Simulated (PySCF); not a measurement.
AuCl₃: breathing scan

All numbers come from B3LYP/[Au def2-SVP with ECP60, Cl def2-SVP], scalar-relativistic core potentials, density fitting, no spin–orbit coupling, PySCF.

Rigid scan from the singlet minimum (Au–Cl 2.283 Å, Au–Cl 2.296 Å (×2); Cl–Au–Cl 96.9° (×2), Cl–Au–Cl 166.1°). Coordinate: all bonds to the central atom scaled together. Energies in kJ/mol from the minimum.

(1) Predict the curve at 0.88, 0.92, 0.96, 1.00, 1.04, 1.08, 1.14, 1.22, 1.35.

Answers

(1) 
```json
{"scale of all bonds to the centre": "0.88", "E (kJ/mol)": "262.5", "dipole size (D)": "0.43"}
{"scale of all bonds to the centre": "0.92", "E (kJ/mol)": "98.7", "dipole size (D)": "0.41"}
{"scale of all bonds to the centre": "0.96", "E (kJ/mol)": "21.0", "dipole size (D)": "0.41"}
{"scale of all bonds to the centre": "1.00", "E (kJ/mol)": "0.0", "dipole size (D)": "0.42"}
{"scale of all bonds to the centre": "1.04", "E (kJ/mol)": "15.4", "dipole size (D)": "0.45"}
{"scale of all bonds to the centre": "1.08", "E (kJ/mol)": "52.9", "dipole size (D)": "0.49"}
{"scale of all bonds to the centre": "1.14", "E (kJ/mol)": "130.7", "dipole size (D)": "0.59"}
{"scale of all bonds to the centre": "1.22", "E (kJ/mol)": "245.5", "dipole size (D)": "0.78"}
{"scale of all bonds to the centre": "1.35", "E (kJ/mol)": "412.1", "dipole size (D)": "1.16"}
```

At long bonds a restricted determinant can lie too high, and another spin state can fall below this curve.

Stability towards spin polarisation was not tested. No spin–orbit coupling is included, which matters more the heavier the element.

The scan took 13 s on 2 threads of a shared Arm Neoverse V1 host; the process peaked at 1 GiB.
